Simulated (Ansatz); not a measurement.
Coupled-cluster run, FH3O2SSi (`O[Si](O)(F)S`).

```yaml
crystal:
  periodic: [false, false, false]
  atoms:
    - {symbol: O, position_ang: [0.170461, 1.617513, 0.221427]}
    - {symbol: Si, position_ang: [0.036673, 0.029372, -0.095763]}
    - {symbol: O, position_ang: [1.523667, -0.586193, -0.266918]}
    - {symbol: F, position_ang: [-0.781830, -0.176642, -1.447417]}
    - {symbol: S, position_ang: [-1.003761, -0.950635, 1.454979]}
    - {symbol: H, position_ang: [-0.632742, 2.138324, 0.272006]}
    - {symbol: H, position_ang: [2.128762, -0.142802, -0.864803]}
    - {symbol: H, position_ang: [-1.348930, -1.986037, 0.670689]}
basis:
  gaussian: {orbitals: def2-TZVPP}
correlation: {method: ccsd_t}
output: {orbitals: {seedname: orbitals}}
```

```sh
$ ansatz run in.yaml --threads 4 --pin off --events-out ev --progress --plain --max-ram 10444MiB
```

Output of Ansatz, abridged:

```
Functional definition: HF
1332 factors; integrals over basis functions are off by at most 1.1e-3 eV
mean field evaluation 1: about -25512.3644 eV, gradient 5.2e1 eV
mean field evaluation 2: about -25512.6340 eV, gradient 5.2e1 eV
mean field evaluation 4: about -25517.1842 eV, gradient 3.0e0 eV
mean field evaluation 8: about -25517.2469 eV, gradient 3.2e-1 eV
mean field -25517.24735437 eV, -937.7415440615 hartree, gradient 6.7e-6 eV, S^2 0.000000; 0 other end points of the search recorded, 0 dependent functions left out
13 core orbitals not correlated: weight in the atoms' cores, before any rotation towards them, 1.000 or more for the frozen orbitals, at most 0.000 for the correlated occupied ones
reference -25517.24735437 eV, -937.7415440615 hartree; 16, 16 occupied and 190, 190 virtual orbitals, 1332 factors
second order -27.71407571 eV of doubles, -0.00000000 eV of singles
cycle   1  -27.70929178 eV  change    4.8e-3 eV  update   1.0e-1
cycle   2  -28.27198993 eV  change   -5.6e-1 eV  update   2.9e-2
cycle   3  -28.39649325 eV  change   -1.2e-1 eV  update   1.4e-2
cycle   4  -28.38077807 eV  change    1.6e-2 eV  update   2.9e-3
cycle   5  -28.37922707 eV  change    1.6e-3 eV  update   1.2e-3
cycle   6  -28.37980241 eV  change   -5.8e-4 eV  update   3.4e-4
cycle   7  -28.37954861 eV  change    2.5e-4 eV  update   1.2e-4
cycle   8  -28.37948633 eV  change    6.2e-5 eV  update   3.4e-5
cycle   9  -28.37949471 eV  change   -8.4e-6 eV  update   1.3e-5
perturbative correction -1.00950629 eV, -0.0370986718 hartree
Total energy: -25546.63635536 eV, -938.8215699275 hartree
```

It took 80 s on 4 threads of an Arm Neoverse V2 on a shared host, with 3.4 GiB of host memory at the peak.

MP2 recovers 94.3 % of the CCSD(T) correlation energy and the triples give 3.4 %; T1 = 0.0115.
